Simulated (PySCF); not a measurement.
## KB⁺: one state, many levels of theory

State: ²Σ⁺ (doublet), unpaired electrons σ ↑. Set-up: K aug-pcseg-1, B aug-pcseg-1; no relativity (PySCF 2.14). De refers to K⁺ + B in their high-spin ground configurations, without counterpoise correction. The functionals are run spin-unrestricted. A positive dipole points towards B; it is taken about the centre of mass and depends on that origin.

```json
{"Level": "UHF", "Re (Å)": "3.485", "ωe (cm⁻¹)": "134", "De (eV)": "0.309", "μ (D)": "-2.26"}
{"Level": "UHF-MP2", "Re (Å)": "3.457", "ωe (cm⁻¹)": "135", "De (eV)": "0.346", "μ (D)": "n/a"}
{"Level": "UHF-SCS-MP2", "Re (Å)": "3.470", "ωe (cm⁻¹)": "133", "De (eV)": "0.339", "μ (D)": "n/a"}
{"Level": "UHF-CCSD", "Re (Å)": "3.491", "ωe (cm⁻¹)": "129", "De (eV)": "0.334", "μ (D)": "n/a"}
{"Level": "UHF-CCSD(T)", "Re (Å)": "3.489", "ωe (cm⁻¹)": "130", "De (eV)": "0.336", "μ (D)": "n/a"}
{"Level": "PBE", "Re (Å)": "3.379", "ωe (cm⁻¹)": "136", "De (eV)": "0.378", "μ (D)": "-1.79"}
{"Level": "r²SCAN", "Re (Å)": "3.394", "ωe (cm⁻¹)": "136", "De (eV)": "0.340", "μ (D)": "-1.99"}
{"Level": "TPSSh", "Re (Å)": "3.372", "ωe (cm⁻¹)": "139", "De (eV)": "0.357", "μ (D)": "-1.94"}
{"Level": "PBE0", "Re (Å)": "3.365", "ωe (cm⁻¹)": "141", "De (eV)": "0.363", "μ (D)": "-1.93"}
{"Level": "M06", "Re (Å)": "3.346", "ωe (cm⁻¹)": "142", "De (eV)": "0.351", "μ (D)": "-1.93"}
{"Level": "HSE06", "Re (Å)": "3.361", "ωe (cm⁻¹)": "141", "De (eV)": "0.365", "μ (D)": "-1.92"}
{"Level": "BHandHLYP", "Re (Å)": "3.363", "ωe (cm⁻¹)": "144", "De (eV)": "0.346", "μ (D)": "-2.04"}
```

The bond length runs from 3.346 Å (M06) to 3.491 Å (UHF-CCSD). De spans 0.31 eV (UHF, mean field) to 0.38 eV (PBE, GGA). Correlation at CCSD(T) changes the Hartree–Fock bond energy by +0.03 eV; the triples alone change it by +0.01 eV.

Correlated steps freeze 6 core orbitals. The bond is weak. Basis-set superposition, not corrected here, can be much of De in a small basis, most of all at correlated wavefunction levels. For an ion De counts to the pair picked by the measured ionisation energies or electron affinities, which need not be the lowest pair at this level. The state is the lowest determinant that a PBE0 search found; another state may lie lower at other levels.

The whole job (state search and all levels along the bond) took about 2.5 min on 1 thread of Arm Neoverse V1 (shared host), peak memory 0.8 GiB.
